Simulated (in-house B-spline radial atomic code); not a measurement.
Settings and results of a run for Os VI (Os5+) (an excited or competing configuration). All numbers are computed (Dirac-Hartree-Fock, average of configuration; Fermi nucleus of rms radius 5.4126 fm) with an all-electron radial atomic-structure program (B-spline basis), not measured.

Command:
```bash
python run_scf.py task.json out
```
Settings (nuclear radius in fm, mass in u):
```
Z                76
configuration    [Xe] 4f13 5d3 8s1
hamiltonian      dirac
method           hf
spin_polarised   False
nucleus          fermi
rms_radius       5.4126
atomic_mass      191.96148
speed_of_light   137.035999084
```

Output (hartree, bohr):
```
 radial grid: 78 intervals, B-splines of order 8, outer radius 53.3333 bohr

 iter        energy (Eh)    residual
    1      -17257.843879    6.91e-01
    2      -17260.934866    2.05e-01
    3      -17261.833414    3.67e-02
    4      -17261.850332    1.41e-02
    5      -17261.852782    2.20e-03
    6      -17261.852859    7.41e-04
    7      -17261.852867    2.19e-04
    8      -17261.852868    1.12e-05
    9      -17261.852868    2.15e-06
   10      -17261.852868    1.25e-07

 total energy                    -17261.85287
 kinetic                           19580.9244
 electron-nucleus                 -43029.8268
 electron-electron                  6187.0495

 first-order corrections (not in the total)
   Gaunt                            21.1376
   retardation                      -2.2408
   frequency dependence             -0.3828
   self-energy                      15.5299
   Uehling                          -3.0045
   Wichmann-Kroll                    0.1241
   recoil                            0.0302

 orbital      occ     eigenvalue          <r>       <r^2>       <1/r>       <r^4>     <1/r^2>       r_max    small
 1s1/2      2.000     -2735.6161    0.0177345 0.000433471     90.4052 5.12856e-07     19866.1     0.01103  8.26e-02
 2s1/2      2.000      -484.2979    0.0742178  0.00657886     22.1016 7.58485e-05     2745.54     0.06356  1.88e-02
 2p1/2      2.000      -462.8023    0.0613844  0.00469697       22.02 4.57467e-05     863.272     0.04717  1.88e-02
 2p3/2      4.000      -406.4294    0.0695355  0.00588799     18.3031 6.81269e-05     457.719     0.05418  1.69e-02
 3s1/2      2.000      -117.6266     0.192958   0.0427246     8.12893   0.0027658     622.023      0.1787  6.25e-03
 3p1/2      2.000      -108.0623      0.18337   0.0392205     8.02901  0.00244375     199.197      0.1674  6.18e-03
 3p3/2      4.000       -95.5877     0.198294   0.0456626     7.07038  0.00327986     107.467      0.1816  5.64e-03
 3d3/2      4.000       -79.7853     0.173529   0.0353722     6.94569  0.00222196     60.4607      0.1422  5.49e-03
 3d5/2      6.000       -77.1113     0.178118   0.0371386     6.72196  0.00242829     55.7963      0.1461  5.34e-03
 4s1/2      2.000       -28.6322     0.430849    0.209533     3.41082   0.0634442     154.422      0.4049  2.06e-03
 4p1/2      2.000       -24.5732     0.435216     0.21551     3.29935   0.0688891     48.6355      0.4046  1.97e-03
 4p3/2      4.000       -21.5911     0.466499    0.247352     2.98405   0.0906618     26.6587      0.4333  1.78e-03
 4d3/2      4.000       -14.9132     0.479657    0.266099     2.77103    0.112875     13.9233       0.429  1.58e-03
 4d5/2      6.000       -14.3505     0.490458    0.277996     2.69356    0.123063     12.8309      0.4383  1.53e-03
 5s1/2      2.000        -6.8610     0.988337     1.09159     1.36473     1.70392     29.6762      0.9077  4.95e-04
 5p1/2      2.000        -5.4362      1.05878     1.25824     1.25998     2.30806     8.75299      0.9593  4.34e-04
 5p3/2      4.000        -4.9089      1.13519     1.44452     1.15465     3.03022     4.86543       1.029  3.83e-04
 4f5/2      5.571        -5.8789     0.531644    0.341953     2.30945    0.236725     6.65981      0.4018  1.16e-03
 4f7/2      7.429        -5.7670     0.538458    0.350772     2.27923    0.249212     6.47697      0.4065  1.14e-03
 5d3/2      1.200        -3.0477       1.3794      2.1549    0.932764     7.06457     2.02849       1.208  2.61e-04
 5d5/2      1.800        -2.9867      1.40921     2.24702    0.909658     7.65617     1.87421       1.236  2.51e-04
 8s1/2      1.000        -0.7266      6.25432     43.4401    0.214008     2471.09     1.09826        6.59  2.95e-05
```

Run time, properties included: 1.7 s on 1 thread of Arm Neoverse V1, on a shared host.

For the Dirac Hamiltonian the kinetic term is c α·p + (β - 1)c².
